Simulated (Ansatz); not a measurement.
Ideal-gas functions of CH₅FGe, SMILES `F[CH2][GeH3]` at 600 K and 1 bar, from an Ansatz frequency run at PBE0-D4/def2-TZVP.

Molar mass 108.66 g/mol, point group Cs (symmetry number 1), electronic degeneracy 1, moments of inertia 19.149, 144.629, 154.235 u Å². Harmonic wavenumbers (cm⁻¹, unscaled): 120, 222, 470, 498, 665, 819, 829, 883, 885, 1069, 1252, 1309, 1471, 2152, 2167, 2171, 3055, 3114.

Use S(trans) = R[1.5 ln M + 2.5 ln T − 1.1517]; rotational temperatures θ = 24.2544 K / I; S(rot) = R[ln(√π/σ · √(T³/θAθBθC)) + 1.5]; for each mode x = 1.438777 ν̃/T, S = R[x/(eˣ − 1) − ln(1 − e⁻ˣ)] and H = RT x/(eˣ − 1); 1 cm⁻¹ = 0.0119627 kJ/mol; R = 8.31446 J/(mol·K).

Q: By hand: the entropy, in J/(mol·K).

A: Translation 181.9. Rotation: θ = 1.2666, 0.1677, 0.1573 K, giving 111.1. Vibration, mode by mode: 18.70, 13.65, 7.75, 7.32, 5.26, 3.92, 3.85, 3.47, 3.46, 2.45, 1.73, 1.55, 1.14, 0.30, 0.29, 0.28, 0.05, 0.04, in all 75.2. Electronic 0.0. Sum 368.2 J/(mol·K).

Q: By hand: H − E and G − E in kJ/mol, counted from the electronic energy.

A: Zero-point energy ½ × 23151 × 0.0119627 = 138.5; thermal vibration 25.0; translation, rotation and pV give 4 RT = 20.0. H − E = 183.5 kJ/mol, and G − E = 183.5 − 600 × 368.2/1000 = -37.4 kJ/mol.

Vibration gives 20 % of the entropy, 18.7 J/(mol·K) of it from the mode under 150 cm⁻¹: soft modes count most, and the harmonic formula is weakest for them.
